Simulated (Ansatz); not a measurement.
System: CH2F (charge +1, singlet). 
Coordinates optimised at B3LYP-D3(BJ)/def2-TZVP (Ansatz, a quantum-chemistry and plane-wave program):
```
C
F 1 1.2314
H 1 1.0959 2 117.10
H 1 1.0959 3 125.81 2 -180.00
```
Charge +1, spin multiplicity 1.

Basis-set convergence of Hartree-Fock and CCSD(T) correlation energies (hartree) with Ansatz. Cores are frozen in the correlated levels unless marked. No spin-orbit coupling. Non-relativistic.

| basis | functions | E(HF) | E(corr, CCSD(T)) |
|---|---|---|---|
| def2-SVP | 38 | -137.98418 | -0.32333 |
| def2-TZVPP | 90 | -138.15792 | -0.40984 |
| def2-QZVPP | 174 | -138.16431 | -0.44002 |

Extrapolating the two largest sets (X = 3 and 4) as X^-3: E(corr) = (64·(-0.44002) - 27·(-0.40984))/37 = -0.4620 Eh, an estimate of the basis-set limit. The largest set recovers 95.2 % of it, the smallest 70.0 %.
